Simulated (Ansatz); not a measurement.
Ru₂H₄⁺, relaxed as a quartet with UKS PBE-D4/def2-TZVP in Ansatz, starting from the PBE-D4/def2-TZVP geometry of the charge +1 doublet. Force threshold 0.02 eV/Å.

In the def2 sets Ru takes a core potential; there is no spin–orbit coupling. The structure comes from a short search, and lower isomers may exist.

Start:

```xyz
6

Ru   -0.914    0.548    0.211
Ru    0.910   -0.551   -0.222
H     1.032    0.235   -1.566
H    -1.735   -0.730   -0.154
H    -1.025   -0.220    1.567
H     1.732    0.720    0.164
```

(1) Estimate the energy that the relaxation releases and the steps that it takes.

(2) Does the start keep its bonding and symmetry?

(3) Predict the relaxed structure.

Answers

(1) 0.04 eV, in 4 steps; 6.5 s on 4 threads of Arm Neoverse V2 on a shared host. No frequencies were taken in this run, so the end may be a saddle point.

(2) By distances, no bond broke or formed. The bond that changes most is Ru1–Ru2, from 2.17 to 2.22 Å (atoms count from 1). Point group C2h at the start, C2h at the end, both within 0.05 Å.

(3) 
```
atom    x (Å)    y (Å)    z (Å)
 Ru1  -0.9318   0.5593   0.2197
 Ru2   0.9312  -0.5597  -0.2212
  H3   1.1016   0.2603  -1.5469
  H4  -1.7701  -0.7305  -0.0846
  H5  -1.0997  -0.2590   1.5468
  H6   1.7690   0.7297   0.0862
```
Bond lengths (bridged metal pairs left out): 1 × Ru–Ru 2.22 Å; 4 × H–Ru 1.57 Å.
